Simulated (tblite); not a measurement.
C5H8F3P.
SMILES with atom numbers: `[CH3:1][CH:2]1[CH2:3][P:4]([C:5]([F:6])([F:7])[F:8])[CH2:9]1` (hydrogens: H10, H11, H12 on C1; H13 on C2; H14, H15 on C3; H16, H17 on C9)

Computed geometry: GFN2-xTB, gas phase.

(1) Give the optimised bond lengths and angles.

Results:

(1) 
```json
{"bond": "C1–C2", "length (pm)": "151.8"}
{"bond": "C2–C3, C2–C9", "length (pm)": "154.4"}
{"bond": "C3–P4, P4–C9", "length (pm)": "187.0"}
{"bond": "P4–C5", "length (pm)": "189.7"}
{"bond": "C5–F6, C5–F7, C5–F8", "length (pm)": "134.2"}
{"bond": "C1–H10, C1–H11, C1–H12", "length (pm)": "108.8"}
{"bond": "C2–H13", "length (pm)": "109.1"}
{"bond": "C3–H14, C9–H16", "length (pm)": "108.9"}
{"bond": "C3–H15, C9–H17", "length (pm)": "109.0"}
```

Bonds in one row agree within 1 pm and their mean is given. A selection of angles:
```json
{"angle": "C1–C2–C3", "degrees": "114.4"}
{"angle": "C3–C2–C9", "degrees": "96.8"}
{"angle": "C2–C3–P4", "degrees": "92.8"}
{"angle": "C3–P4–C5", "degrees": "96.7"}
{"angle": "C3–P4–C9", "degrees": "76.3"}
{"angle": "C5–P4–C9", "degrees": "96.4"}
{"angle": "P4–C5–F6", "degrees": "116.4"}
{"angle": "P4–C5–F7", "degrees": "110.0"}
{"angle": "F6–C5–F7", "degrees": "106.3"}
{"angle": "F7–C5–F8", "degrees": "107.2"}
```

Dihedral angles: C1–C2–C3–P4 130° (anticlinal); C2–C3–P4–C5 87° (synclinal); C3–P4–C5–F6 -36° (synclinal); C3–P4–C9–C2 8° (synperiplanar); C1–C2–C9–P4 -130° (anticlinal). The mirror-image conformer, all signs reversed, is as good.

P4 (phosphine phosphorus) is pyramidal (angles 96.7°, 96.4° and 76.3°, sum 269.3°, 1.08 Å off the plane of its three neighbours). The 4-membered ring C2–C3–P4–C9 has internal angles of 76.3° to 96.8° (sum 359°, against 360° for a flat polygon); it is slightly puckered (a soft mode that the optimisation may not have finished), 0.06 Å rms from its mean plane, widest ring torsion 9°. The C–P distances run from 1.870 Å (C3–P4, drawn single) to 1.897 Å (P4–C5, drawn single), a spread of 0.027 Å. Of the pairs four or more bonds apart, F6···H13 is among the closest relative to their van der Waals radii: 2.47 Å, 93 % of the sum of Bondi's values. The 3 C–C bonds span 1.518 Å (C1–C2, drawn single) to 1.544 Å (C2–C9, drawn single), a spread of 0.026 Å. All 3 C–F bonds measure 1.342 to 1.343 Å.

Point group: near Cs, missed by 0.09 Å at most; the miss may be what the optimiser left on a soft mode. Its GFN2-xTB frequencies are all real (lowest 22 cm⁻¹). The numbers are those of one conformer. 2 starts were optimised and ended at 0.00 and 0.70 kcal/mol (GFN2-xTB); the lowest of these is shown.
